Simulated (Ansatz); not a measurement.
C₂H₆BClSi (`B/C([SiH3])=C\Cl`). Charge 0, multiplicity 1. All single points use the PBE0-D4/def2-TZVP geometry.

```xyz
11

B     1.453    0.840    0.059
C     0.013    0.291    0.036
Si   -0.254   -1.546   -0.190
C    -1.082    1.054    0.171
Cl   -1.113    2.755    0.394
H     2.374    0.083   -0.054
H     1.672    2.007    0.184
H    -1.711   -1.853   -0.180
H     0.411   -2.297    0.907
H     0.331   -1.992   -1.481
H    -2.094    0.659    0.154
```

Q: What is the dipole moment at r2SCAN/def2-TZVPP? (An estimate is asked.)

A: Ansatz gave: 1.07 D, with components (-1.01, -0.35, -0.01) D in this frame, pointing from negative to positive charge.

Q: And with PBE, B3LYP, ωB97M-V? (Estimate.)

A: Ansatz gave: PBE 1.11 D, B3LYP 1.04 D, ωB97M-V 1.00 D.

Q: Give the Mulliken charges with r2SCAN, B3LYP, PBE in def2-TZVPP. (Best estimate.)

A: The calculation gave: 
```tsv
atom	r2SCAN	B3LYP	PBE
B1	-0.01	-0.10	-0.10
C2	-0.25	-0.17	-0.10
Si3	0.31	0.28	0.20
C4	0.10	0.02	0.02
Cl5	-0.06	-0.05	-0.03
H6	0.00	0.03	0.02
H7	0.02	0.05	0.03
H8	-0.09	-0.08	-0.06
H9	-0.07	-0.06	-0.05
H10	-0.07	-0.06	-0.05
H11	0.11	0.14	0.12
```

B3LYP here is the variant with VWN-RPA as its local correlation; programs differ in this.
